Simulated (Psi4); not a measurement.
Psi4 input (wB97X-D/6-311+G**):

```
memory 1500 MB

molecule {
0 2
C    -1.02295600    0.16202200   -0.18222500
S     0.50216900   -0.03524600    0.06037700
H    -1.89697100   -0.40818900    0.12730900
symmetry c1
no_reorient
no_com
}

set {
  basis 6-311+G**
  reference uks
  scf_type pk
  dft_radial_points 99
  dft_spherical_points 590
  e_convergence 1e-8
  d_convergence 1e-7
  maxiter 150
}

e = energy('wb97x-d')
print_out(f'\nFINAL {e:.10f} DIPOLE {variable("CURRENT DIPOLE")[0]:.6f} {variable("CURRENT DIPOLE")[1]:.6f} {variable("CURRENT DIPOLE")[2]:.6f}\n')
```

Output:

```
   => Loading Basis Set <=

    Name: 6-311+G**
    Role: ORBITAL
    Keyword: BASIS
    atoms 1 entry C          line   129 file 6-311pgss.gbs
    atoms 2 entry S          line   429 file 6-311pgss.gbs
    atoms 3 entry H          line    42 file 6-311pgss.gbs

   => WB97X-D: Empirical Dispersion <=

    Chai and Head-Gordon Dispersion Correction
    Chai, J.-D.; Head-Gordon, M. (2010), J. Chem. Phys., 132: 6615-6620

        s6 =       1.000000

         ---------------------------------------------------------
                                   SCF
               by Justin Turney, Rob Parrish, Andy Simmonett
                          and Daniel G. A. Smith
                              UKS Reference
         ---------------------------------------------------------

  ==> Geometry <==

    Molecular point group: c1
    Full point group: C1

    Geometry (in Angstrom), charge = 0, multiplicity = 2:

       Center              X                  Y                   Z               Mass
    ------------   -----------------  -----------------  -----------------  -----------------
         C           -1.022956000000     0.162022000000    -0.182225000000    12.000000000000
         S            0.502169000000    -0.035246000000     0.060377000000    31.972071174400
         H           -1.896971000000    -0.408189000000     0.127309000000     1.007825032230

  Running in c1 symmetry.

  Rotational constants: A =     30.49342  B =      0.68118  C =      0.66630 [cm^-1]
  Rotational constants: A = 914169.88142  B =  20421.31559  C =  19975.09896 [MHz]
  Nuclear repulsion =   39.033471584920669

  Charge       = 0
  Multiplicity = 2
  Electrons    = 23
  Nalpha       = 12
  Nbeta        = 11

  ==> Algorithm <==

  SCF Algorithm Type is PK.
  DIIS enabled.
  MOM disabled.
  Fractional occupation disabled.
  Guess Type is SAD.
  Energy threshold   = 1.00e-08
  Density threshold  = 1.00e-07
  Integral threshold = 1.00e-12

  ==> Primary Basis <==

  Basis Set: 6-311+G**
    Blend: 6-311+G**
    Number of shells: 28
    Number of basis functions: 58
    Number of Cartesian functions: 60
    Spherical Harmonics?: true
    Max angular momentum: 2

  ==> DFT Potential <==

   => LibXC <=

    Version 7.1.2
    S. Lehtola, C. Steigemann, M. J. T. Oliveira, and M. A. L. Marques,  SoftwareX 7, 1–5 (2018) (10.1016/j.softx.2017.11.002)

   => Composite Functional: WB97X-D <=

    wB97X-D Hyb-GGA Exchange-Correlation Functional

    J.-D. Chai and M. Head-Gordon,  Phys. Chem. Chem. Phys. 10, 6615–6620 (2008) (10.1039/B810189B)

    Deriv               =              1
    GGA                 =           TRUE
    Meta                =          FALSE

    Exchange Hybrid     =           TRUE
    MP2 Hybrid          =          FALSE

   => Exchange-Correlation Functionals <=

    1.0000   wB97X-D range-separated functional

   => Exact (HF) Exchange <=

    0.7780            HF,LR [omega = 0.2000]
    0.2220               HF

   => LibXC Density Thresholds  <==

    XC_HYB_GGA_XC_WB97X_D:  1.00E-14

   => Molecular Quadrature <=

    Radial Scheme          =       TREUTLER
    Pruning Scheme         =           NONE
    Nuclear Scheme         =       TREUTLER

    Blocking Scheme        =         OCTREE
    BS radius alpha        =              1
    Pruning alpha          =              1
    Radial Points          =             99
    Spherical Points       =            590
    Total Points           =         170762
    Total Blocks           =           1334
    Max Points             =            256
    Max Functions          =             58
    Weights Tolerance      =       1.00E-15

  ==> Integral Setup <==

  Using in-core PK algorithm.
   Calculation information:
      Number of atoms:                   3
      Number of AO shells:              28
      Number of primitives:             50
      Number of atomic orbitals:        60
      Number of basis functions:        58

      Integral cutoff                 1.00e-12
      Number of threads:                 1

  Performing in-core PK
  Using 4393848 doubles for integral storage.
  We computed 81819 shell quartets total.
  Whereas there are 82621 unique shell quartets.

  Computing range-separated integrals for PK
  We computed 81819 wK shell quartets total.
  Whereas there are 82621 wK unique shell quartets.

  ==> DiskJK: Disk-Based J/K Matrices <==

    J tasked:                  Yes
    K tasked:                  Yes
    wK tasked:                 Yes
    Omega:               2.000E-01
    Schwarz Cutoff:          1E-12


  Cached 100.0% of DFT collocation blocks in 0.240 [GiB].

  Minimum eigenvalue in the overlap matrix is 5.9744176200E-04.
  Reciprocal condition number of the overlap matrix is 1.0732016875E-04.
    Using symmetric orthogonalization.

  ==> Pre-Iterations <==

  SCF Guess: Superposition of Atomic Densities via on-the-fly atomic UHF (no occupation information).

   -------------------------
    Irrep   Nso     Nmo
   -------------------------
     A         58      58
   -------------------------
    Total      58      58
   -------------------------

  ==> Iterations <==

                        Total Energy        Delta E     RMS |[F,P]|

   @UKS iter SAD:  -436.32214888402194   -4.36322e+02   0.00000e+00
   @UKS iter   1:  -436.72823416587249   -4.06085e-01   7.58872e-03 DIIS/ADIIS
   @UKS iter   2:  -436.71576922845202    1.24649e-02   6.79628e-03 DIIS/ADIIS
   @UKS iter   3:  -436.79639691141364   -8.06277e-02   1.99765e-03 DIIS/ADIIS
   @UKS iter   4:  -436.80213373082256   -5.73682e-03   2.94819e-04 DIIS/ADIIS
   @UKS iter   5:  -436.80237820955017   -2.44479e-04   8.69691e-05 DIIS
   @UKS iter   6:  -436.80242879192031   -5.05824e-05   4.85661e-05 DIIS
   @UKS iter   7:  -436.80246296369234   -3.41718e-05   2.41775e-05 DIIS
   @UKS iter   8:  -436.80247787658465   -1.49129e-05   1.15467e-05 DIIS
   @UKS iter   9:  -436.80248122627381   -3.34969e-06   5.16334e-06 DIIS
   @UKS iter  10:  -436.80248178718671   -5.60913e-07   2.20995e-06 DIIS
   @UKS iter  11:  -436.80248189735431   -1.10168e-07   6.39619e-07 DIIS
   @UKS iter  12:  -436.80248190464624   -7.29193e-09   1.61522e-07 DIIS
   @UKS iter  13:  -436.80248190497247   -3.26224e-10   6.20782e-08 DIIS
  Energy and wave function converged.

  ==> Post-Iterations <==

   Electrons on quadrature grid:
      Nalpha   =   11.9999999675 ; deviation = -3.251e-08
      Nbeta    =   10.9999999718 ; deviation = -2.823e-08
      Ntotal   =   22.9999999393 ; deviation = -6.074e-08

   @Spin Contamination Metric:   7.104590012E-03
   @S^2 Expected:                7.500000000E-01
   @S^2 Observed:                7.571045900E-01
   @S   Expected:                5.000000000E-01
   @S   Observed:                5.000000000E-01

    Orbital Energies [Eh]
    ---------------------

    Alpha Occupied:

       1A    -89.045425     2A    -10.367598     3A     -8.087277
       4A     -6.034057     5A     -6.032616     6A     -6.030328
       7A     -0.925848     8A     -0.689369     9A     -0.527097
      10A     -0.442861    11A     -0.425759    12A     -0.286816

    Alpha Virtual:

      13A     -0.028375    14A      0.065002    15A      0.084093
      16A      0.097963    17A      0.098492    18A      0.125973
      19A      0.141909    20A      0.151340    21A      0.194408
      22A      0.210900    23A      0.240129    24A      0.388158
      25A      0.390617    26A      0.437310    27A      0.493533
      28A      0.564639    29A      0.633095    30A      0.635800
      31A      0.715032    32A      0.793493    33A      0.818459
      34A      0.821582    35A      0.864549    36A      0.916419
      37A      1.173854    38A      1.222231    39A      1.340934
      40A      1.554418    41A      1.675612    42A      1.683857
      43A      1.750535    44A      1.778546    45A      1.861384
      46A      1.963928    47A      2.213343    48A      2.559644
      49A      2.614961    50A      2.810634    51A      2.942624
      52A      3.560822    53A      7.920871    54A     17.395460
      55A     17.402087    56A     17.586841    57A     23.724996
      58A    189.155380

    Beta Occupied:

       1A    -89.043542     2A    -10.358002     3A     -8.085473
       4A     -6.032246     5A     -6.031856     6A     -6.024338
       7A     -0.910476     8A     -0.662842     9A     -0.508152
      10A     -0.417907    11A     -0.390164

    Beta Virtual:

      12A     -0.022448    13A     -0.012507    14A      0.071740
      15A      0.087562    16A      0.100721    17A      0.105263
      18A      0.129264    19A      0.159541    20A      0.161134
      21A      0.203878    22A      0.215502    23A      0.251666
      24A      0.388968    25A      0.395887    26A      0.445433
      27A      0.505470    28A      0.574181    29A      0.644962
      30A      0.664253    31A      0.726445    32A      0.799574
      33A      0.833453    34A      0.836312    35A      0.879263
      36A      0.937746    37A      1.190489    38A      1.248764
      39A      1.374491    40A      1.580558    41A      1.688415
      42A      1.708061    43A      1.754272    44A      1.802068
      45A      1.870382    46A      1.977857    47A      2.240208
      48A      2.574130    49A      2.630010    50A      2.829552
      51A      2.990941    52A      3.573586    53A      7.922538
      54A     17.395916    55A     17.408855    56A     17.588296
      57A     23.742143    58A    189.156917

    Final Occupation by Irrep:
              A
    DOCC [    11 ]
    SOCC [     1 ]
    NA   [    12 ]
    NB   [    11 ]

  @UKS Final Energy:  -436.80248190497247

   => Energetics <=

    Nuclear Repulsion Energy =             39.0334715849206688
    One-Electron Energy =                -678.7452935943355214
    Two-Electron Energy =                 225.5792540002450437
    DFT Exchange-Correlation Energy =     -22.6698312541150138
    Empirical Dispersion Energy =          -0.0000826416876139
    VV10 Nonlocal Energy =                  0.0000000000000000
    Total Energy =                       -436.8024819049724670

  UHF NO Occupations:
  HONO-2 :   10  A 1.9984739
  HONO-1 :   11  A 1.9983350
  HONO-0 :   12  A 1.0000000
  LUNO+0 :   13  A 0.0016650
  LUNO+1 :   14  A 0.0015261
  LUNO+2 :   15  A 0.0002157
  LUNO+3 :   16  A 0.0001014

Computation Completed

Properties will be evaluated at   0.000000,   0.000000,   0.000000 [a0]

Properties computed using the SCF density matrix

 Multipole Moments:

 ------------------------------------------------------------------------------------
     Multipole            Electronic (a.u.)      Nuclear  (a.u.)        Total (a.u.)
 ------------------------------------------------------------------------------------

 L = 1.  Multiply by 2.5417464519 to convert [e a0] to [Debye]
 Dipole X            :         -0.2585001           -0.0000057           -0.2585058
 Dipole Y            :         -0.3356605            0.0000132           -0.3356473
 Dipole Z            :          0.2012016           -0.0000170            0.2011846
 Magnitude           :                                                    0.4689985

 ------------------------------------------------------------------------------------

FINAL -436.8024819050 DIPOLE -0.258506 -0.335647 0.201185

*** Psi4 exiting successfully. Buy a developer a beer!
```

The geometry given is a B3LYP-D3(BJ)/def2-TZVP minimum.
